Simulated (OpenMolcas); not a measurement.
Mn4+ among 6 point charges of -2 e arranged as a trigonal prism (D3h).

```json
{
 "Program": "OpenMolcas 26.06",
 "Method": "CASSCF",
 "Basis": "ANO-RCC-VDZP [5s4p2d1f]",
 "Scalar Hamiltonian": "DKH2, point nucleus",
 "Active space": "3 electrons in 5 orbitals (3d)",
 "State averaging": "2S+1 = 4 even, 10 roots; 2S+1 = 2 even, 40 roots",
 "Spin-orbit coupling": "RASSI with atomic mean-field integrals over the reference wave functions"
}
```

All point charges move together. At R = 1.67 Å the first state of the same spin is 3630 cm-1, and at R = 1.9 Å it is 1891 cm-1.

Problem. A third run gives 2628 cm-1. What distance was it run at?

Solution. With a power law R^-n the two known points give n = -ln(1891 / 3630) / ln(1.9 / 1.67) = 5.05. Then R = 1.67 × (3630 / 2628)^(1/5.05) = 1.780 Å. The run was at 1.78 Å, so the estimate is off by 0 Å.

Without dynamic correlation the repulsion within the d shell is too large (B by tens of per cent), so at a given field states of lower spin stand too high. The ground term spreads over less than 5000 cm-1, several times less than with real ligands, so orbital moments are less quenched and χT lies further from the spin-only value than at real sites (holds for R = 1.9). This is an electrostatic model: the charges have no orbitals. No measured value stands beside these numbers.
